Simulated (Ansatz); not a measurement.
Consider the ligand exchange at the Al–Br bond: `[Br][Al]1[SiH2][S]1` + H–F → `[F][Al]1[SiH2][S]1` + HBr.

Gas-phase electronic energies from Ansatz, PBE0-D4/def2-TZVP geometries. CBS: MP2 limit from def2 TZ/QZ plus the TZ coupled-cluster correction, frozen cores. This one scheme is used for every species. DFT in def2-TZVPP. For Br outer-core shells are correlated without core-valence functions, which leaves a few kJ/mol of doubt a bond. Scalar relativity is left out up to krypton.

CCSD(T)/CBS gives -9.3 kJ/mol.

Q: Another level gave -8.4 kJ/mol. Which?
A. revPBE-D4/def2-TZVPP
B. BLYP/def2-TZVPP
C. B97M-V/def2-TZVPP
D. r2SCAN/def2-TZVPP

A: A. revPBE-D4 -8.4, B97M-V -20.4, r2SCAN -14.3, BLYP -27.1 kJ/mol.

Largest T1 diagnostic among the species: 0.014.

From r2SCAN to r2SCAN0 (25 % exact exchange), in def2-TZVPP and without D4, ΔE moves by +4.5 kJ/mol. In def2-TZVPP, CCSD(T) changes the Hartree–Fock value by +3.3 kJ/mol (the triples alone add +1.9 kJ/mol) and MP2 by +8.1 kJ/mol. At CCSD(T), def2-SVP lies −12.0 kJ/mol from the extrapolated value and def2-TZVPP −2.8 kJ/mol.
